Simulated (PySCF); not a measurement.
C5H6Si, SMILES C#C[SiH](C)C#C.

Geometry: B3LYP-D3(BJ)/def2-SVP.

The numbers are results of B3LYP/def2-TZVP in PySCF, not measurements.

Gas-phase values at a fixed geometry.

```
Property                                                                                                        Result
---------------------------------------------------------------------------------------------  -----------------------
total energy                                                                                        -483.63894 hartree
point group                                                                                                         Cs
highest occupied level                                                                                        -7.81 eV
lowest empty level                                                                                            -0.63 eV
orbital gap                                                                                                    7.18 eV
dipole moment                                                                                                   0.64 D
quadrupole, principal values (traceless, Buckingham form, about the centre of nuclear charge)    -7.55, 0.38, 7.18 D·Å
mean static polarisability                                                                       79.4 bohr³ (11.76 Å³)
polarisability, principal values                                                               59.0, 79.0, 100.0 bohr³
```
